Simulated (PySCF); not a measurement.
CH$_{6}$BFO$_{2}$Si (SMILES COB(F)O[SiH3]), singlet, at a GFN2-xTB geometry. Base run: PySCF with DF-PBE/def2-SV(P).

The PySCF input:
```python
from pyscf import gto, scf, dft

mol = gto.Mole()
mol.atom = '''
    B     0.069561    0.616383    0.161513
    F     0.485168    1.771289    0.716094
    O    -0.931188    0.623240   -0.728987
    C    -1.615223    1.788223   -1.151378
    H    -1.221700    2.682011   -0.665518
    H    -1.501014    1.876629   -2.233133
    H    -2.672082    1.670940   -0.905595
    O     0.682284   -0.495879    0.530158
    Si    0.722055   -2.104344    0.304234
    H    -0.582548   -2.672161    0.645804
    H     1.776512   -2.487706    1.237983
    H     1.060315   -2.380641   -1.092322
'''
mol.basis = 'def2-sv(p)'
mol.charge = 0
mol.spin = 0
mol.verbose = 4
mol.max_memory = 1800
mol.build()

mf = dft.RKS(mol)
mf.xc = 'pbe'
mf = mf.density_fit(auxbasis='def2-universal-jkfit')
mf.kernel()
```

All variants below ran on the same shared machine, one core each. Differences are taken from the largest basis of the def2 family in the series, which isn't the basis-set limit (def2-TZVPP: -7.273 eV). The cheapest run took around 23 core-seconds (rough).

| setting | basis functions | cost, times the cheapest (rough) | difference in HOMO energy (eV) |
|---|---|---|---|
| def2-SV(P) | 100 | 1 | 0.189 |
| def2-SVP | 118 | 1 | 0.206 |
| def2-TZVP | 228 | 3 | 0.002 |
| def2-TZVPP | 281 | 3 | reference |

Times come from a shared machine, hold the start-up and are rough.
